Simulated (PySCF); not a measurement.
C5H8O2, SMILES CC(=O)CCC=O, GFN2-xTB optimised geometry.

```
15

C     -0.53    -1.86     0.00
C      0.30    -0.61     0.00
O      1.51    -0.61     0.00
C     -0.50     0.69     0.00
C      0.20     1.74    -0.85
C      0.16     1.38    -2.30
O     -0.37     0.40    -2.76
H     -0.99    -1.95    -0.98
H      0.10    -2.73     0.18
H     -1.32    -1.80     0.74
H     -1.51     0.50    -0.38
H     -0.58     1.03     1.04
H      1.26     1.81    -0.56
H     -0.24     2.73    -0.72
H      0.68     2.11    -2.96
```

Density from PBE/def2-TZVP (PySCF) at that geometry.

Minimum of the electron density along straight lines between bonded atoms, close to the bond critical point (lines longer than 1.1 times the sum of covalent radii, or with two minima, are not listed):

| bond | length / Å | ρ at the minimum / e bohr⁻³ | ∇²ρ there / e bohr⁻⁵ | position (fraction from the first atom) |
|---|---|---|---|---|
| C1–C2 | 1.502 | 0.260 | -0.66 | 0.49 |
| C2–O3 | 1.204 | 0.425 | (withheld) | 0.34 |
| C2–C4 | 1.522 | 0.252 | (withheld) | 0.51 |
| C4–C5 | 1.526 | 0.241 | -0.56 | 0.50 |
| C5–C6 | 1.501 | 0.262 | -0.66 | 0.49 |
| C6–O7 | 1.198 | 0.429 | (withheld) | 0.34 |
| C1–H8 | 1.089 | 0.274 | -0.91 | 0.64 |
| C1–H9 | 1.087 | 0.279 | -0.95 | 0.64 |
| C1–H10 | 1.087 | 0.275 | -0.92 | 0.64 |
| C4–H11 | 1.090 | 0.279 | -0.94 | 0.64 |
| C4–H12 | 1.093 | 0.273 | -0.90 | 0.64 |
| C5–H13 | 1.094 | 0.274 | -0.92 | 0.65 |
| C5–H14 | 1.092 | 0.273 | -0.91 | 0.64 |
| C6–H15 | 1.108 | 0.276 | -0.95 | 0.65 |

Question: Some entries are withheld; supply them.

Answer: 
- C2–O3, ∇²ρ there / e bohr⁻⁵: -0.05
- C2–C4, ∇²ρ there / e bohr⁻⁵: -0.62
- C6–O7, ∇²ρ there / e bohr⁻⁵: 0.03
